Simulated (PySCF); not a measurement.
# Ionisation energy of I⁴⁴⁺ by level of theory

I⁴⁴⁺ [He] 2s2 2p5 (2P) → I⁴⁵⁺ [He] 2s2 2p4 (3P), as a difference of total energies. Calculation: PySCF 2.14, in an even-tempered Gaussian basis (17 s from 20 bohr⁻², ratio 2.5; 11 p from 26 bohr⁻², ratio 2.5; 5 d from 110 bohr⁻², ratio 2.7; 4 f from 160 bohr⁻², ratio 2.7); scalar relativity by spin-free X2C-1e. Correlated levels: nothing frozen; virtual orbitals above 40 to 60 times the deepest correlated orbital energy dropped. The calculations carry no spin-orbit coupling.

| method | ionisation energy (eV) |
| --- | --- |
| UHF | 7663.5 |
| LDA | 7660.3 |
| PBE | 7663.1 |
| PBE0 | 7663.7 |
| r2SCAN | 7667.0 |
| r2SCAN0 | 7666.5 |
| r2SCANh | 7666.8 |
| MP2 (all electrons) | 7665.1 |
| SCS-MP2 (all electrons) | 7665.0 |

Spin-orbit coupling is strong in these open shells (close to jj coupling). The scalar numbers leave it out and a first-order estimate fails, so it can dominate the gap to the real levels.

For this ion Breit and QED terms and the two-electron picture change, all absent here, outweigh the differences among the correlated methods.

For comparison: 7563 ± 4 eV (theoretical estimate listed by NIST; NIST Atomic Spectra Database, ionization energies).
